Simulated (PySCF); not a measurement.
CH₃F₃OSi. Atoms are numbered in the order given.

```xyz
9

O     -2.2716     0.3486    -0.0307
C     -1.3381    -0.7069     0.1441
Si     0.4078    -0.0729    -0.0235
F      0.8188     0.2844    -1.5334
F      1.5024    -1.1077     0.5388
F      0.5243     1.2858     0.8367
H     -2.1203     1.0066     0.6617
H     -1.4592    -1.2402     1.1097
H     -1.5373    -1.4552    -0.6407
```
Charge 0, spin multiplicity 1.

Geometry: B3LYP-D3(BJ)/def2-SVP. One conformer was computed; it need not be the lowest.

The numbers are results of PySCF with ωB97X/def2-TZVP, not measurements.

Atomic charges (e):

```csv
atom,Mulliken,IAO
O1,-0.44,-0.55
C2,-0.18,-0.39
Si3,0.95,1.82
F4,-0.30,-0.52
F5,-0.30,-0.52
F6,-0.31,-0.53
H7,0.33,0.36
H8,0.13,0.15
H9,0.14,0.18
```

Computed Mayer and Wiberg (Löwdin basis) orders of the bonds:
```
bond    Mayer  Wiberg
------  -----  ------
O1–C2    0.98    1.59
C2–Si3   1.03    1.10
Si3–F4   1.14    1.72
Si3–F5   1.13    1.71
Si3–F6   1.10    1.69
O1–H7    0.89    1.02
C2–H8    0.93    0.88
C2–H9    0.94    0.87
```
